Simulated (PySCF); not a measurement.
1,3-azasiletidine (C₂H₇NSi), SMILES C1NC[SiH2]1.

Geometry: PBE-D3(BJ)/def2-SVP.

Method: B3LYP/def2-TZVP (PySCF).

Symmetry labels are those of the subgroup Cs that the program uses (full group Cs).

Computed valence orbital energies around the gap with their symmetry:
```
orbital  symmetry  energy (eV)
-------  --------  -----------
HOMO−7         A'       -12.94
HOMO−6         A'       -12.25
HOMO−5         A"       -11.29
HOMO−4         A"       -10.31
HOMO−3         A'        -9.27
HOMO−2         A'        -8.19
HOMO−1         A"        -8.05
HOMO           A'        -6.29
LUMO           A"        -0.05
LUMO+1         A'         0.60
LUMO+2         A'         1.40
LUMO+3         A'         1.55
```
